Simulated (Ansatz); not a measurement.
Cost and result for the atomization energy of `CC1=[N+](C)[AlH2-][N]1C` (18 atoms, 18 bonds).

```xyz
18

C     0.107   -1.688   -0.280
C    -0.002   -0.224   -0.025
N    -0.686    0.620   -0.784
C    -1.422    0.231   -1.951
Al   -0.135    2.086    0.346
N     0.591    0.411    0.976
C     1.414   -0.232    1.958
H    -0.791   -2.069   -0.766
H     0.276   -2.237    0.646
H     0.955   -1.882   -0.944
H    -2.256   -0.443   -1.717
H    -1.847    1.120   -2.415
H    -0.792   -0.261   -2.702
H     0.941    3.058   -0.318
H    -1.290    2.698    1.258
H     1.812    0.522    2.636
H     2.268   -0.756    1.514
H     0.856   -0.953    2.568
```

Total charge 0; spin multiplicity 1. All single points use the PBE0-D4/def2-TZVP geometry. Program: Ansatz. All runs use 2 threads of an AMD EPYC 7R13 on a shared host and a share of an NVIDIA H100 80 GB. Times are those of one run each, without the atoms' runs, and a repeat can differ threefold. Electronic energies, without spin–orbit coupling; frozen cores. CCSD(T)/CBS adds CCSD(T) − MP2 in def2-TZVPP to the MP2 limit, and its time is that of the two runs behind it. T1 = 0.013. B3LYP takes the VWN-RPA correlation (the form of Gaussian; ORCA's B3LYP/G).

CCSD(T)/CBS is a level of theory with its own doubt, some kJ/mol a heavy atom from the limit and from the frozen cores, so smaller differences don't rank the functionals.

| level | functions | wall time |
| --- | --- | --- |
| PBE-QIDH/def2-TZVPP | 382 | 9 s |
| CCSD(T)/def2-SVP | 157 | 9 s |
| CAM-B3LYP-D4/def2-TZVPP | 382 | 10 s |
| r2SCANh-D4/def2-TZVPP | 382 | 11 s |
| LDA (SPW92)/def2-TZVPP | 382 | 13 s |
| revPBE-D4/def2-TZVPP | 382 | 13 s |
| BLYP-D4/def2-TZVPP | 382 | 14 s |
| MP2/def2-QZVPP | 742 | 15 s |
| ωB97X-V/def2-TZVPP | 382 | 16 s |
| PBE0-D4/def2-TZVPP | 382 | 20 s |
| CCSD(T)/def2-TZVPP | 382 | 20 s |
| B3LYP-D4/def2-TZVPP (with forces) | 382 | 22 s |
| CCSD(T)/CBS(def2) | – | 35 s |

What atomization energy does each give, and how far from CCSD(T)/CBS? (An estimate is asked.)

Computed: 
```tsv
level	atomization (kJ/mol)	difference from CCSD(T)/CBS	per bond
PBE-QIDH/def2-TZVPP	6851.7	-23.8	-1.3
CCSD(T)/def2-SVP	6565.1	-310.4	-17.2
CAM-B3LYP-D4/def2-TZVPP	6940.1	64.6	3.6
r2SCANh-D4/def2-TZVPP	6859.6	-15.9	-0.9
LDA (SPW92)/def2-TZVPP	7877.4	1001.9	55.7
revPBE-D4/def2-TZVPP	6885.9	10.4	0.6
BLYP-D4/def2-TZVPP	6900.5	25.0	1.4
MP2/def2-QZVPP	6889.9	14.4	0.8
ωB97X-V/def2-TZVPP	6917.7	42.2	2.3
PBE0-D4/def2-TZVPP	6926.4	50.9	2.8
CCSD(T)/def2-TZVPP	6701.3	-174.2	-9.7
B3LYP-D4/def2-TZVPP (with forces)	6912.8	37.3	2.1
CCSD(T)/CBS(def2)	6875.5	0.0	0.0
```

At CCSD(T), def2-SVP lies −310.3 kJ/mol from the extrapolated value and def2-TZVPP −174.1 kJ/mol: correlation converges slowly with the basis, and small sets miss more of it in the bonded molecule than in its fragments. The D4 term adds +66.9 kJ/mol with B3LYP and +36.0 kJ/mol with PBE0; it sums over pairs of atoms, weighted by their polarisabilities, and B3LYP, whose exchange is more repulsive, gets the larger term. Leaving LDA and LC-ωPBE aside and taking each functional with its dispersion term where it has one, the values, not all of them listed here, spread over 323.5 kJ/mol, from BHLYP-D4 to PBE-D4. LDA lies +876.3 kJ/mol from PBE without D4, its usual overbinding.
